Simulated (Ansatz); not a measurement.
Geometry optimisation, Ansatz, RKS revPBE/STO-3G.

The input (input.yaml):

```yaml
crystal:
  periodic: [false, false, false]
  atoms:
    - { symbol: C, position_ang: [-2.3621, -0.2332, 1.9654] }
    - { symbol: C, position_ang: [-1.2286, -0.1955, 1.7624] }
    - { symbol: Si, position_ang: [0.5881, -0.2022, 1.4513] }
    - { symbol: Si, position_ang: [1.1862, 0.8948, -0.5018] }
    - { symbol: Si, position_ang: [0.0833, -0.3647, -2.1459] }
    - { symbol: H, position_ang: [-3.4631, -0.1703, 2.1243] }
    - { symbol: H, position_ang: [1.3423, 0.4694, 2.6007] }
    - { symbol: H, position_ang: [1.1567, -1.5868, 1.3973] }
    - { symbol: H, position_ang: [0.6139, 2.307, -0.4456] }
    - { symbol: H, position_ang: [2.5896, 0.9312, -0.7003] }
    - { symbol: H, position_ang: [0.5696, -1.7579, -2.0852] }
    - { symbol: H, position_ang: [-1.3734, -0.3662, -1.9199] }
    - { symbol: H, position_ang: [0.318, 0.2395, -3.4878] }
basis:
  gaussian: { orbitals: STO-3G }
hamiltonian:
  xc: revpbe
relax:
  f_tol: 0.02
  max_steps: 40
scf:
  lower_state_search: "off"
output:
  orbitals: {}
```

Launched with:

```bash
$ ansatz run input.yaml --threads 1 --pin off --max-ram 2048MiB --backend cpu --events-out ev --progress --plain --runs-dir out
```

Question: Where does it end, and by what steps?

Answer: It converged. Limits of this set-up: minimal basis. After 6 steps the energy has fallen by 0.710 eV; H11 moved furthest, 0.25 Å. The start is strongly strained (largest force component 11 eV/Å).

| step | energy less start (eV) | largest force component (eV/Å) | accepted |
| --- | --- | --- | --- |
| 0 | 0.0000 | 10.599 | yes |
| 1 | -0.5182 | 1.802 | yes |
| 2 | -0.6857 | 0.531 | yes |
| 3 | -0.7058 | 0.079 | yes |
| 4 | -0.7097 | 0.034 | yes |
| 5 | -0.7100 | 0.028 | yes |
| 6 | -0.7102 | 0.007 | yes |

```xyz
13
Properties=species:S:1:pos:R:3
C -2.374 -0.208 2.098
C -1.174 -0.195 1.878
Si 0.627 -0.160 1.518
Si 1.057 0.766 -0.513
Si 0.116 -0.319 -2.262
H -3.444 -0.223 2.300
H 1.275 0.593 2.591
H 1.113 -1.536 1.591
H 0.615 2.157 -0.496
H 2.507 0.800 -0.681
H 0.577 -1.701 -2.332
H -1.338 -0.339 -2.156
H 0.464 0.330 -3.521
```

Whether the end is a true minimum wasn't checked by a vibrational analysis.

Run time: 12 s on 1 thread of Arm Neoverse V2, with other jobs on the host, peak memory 0.1 GiB.
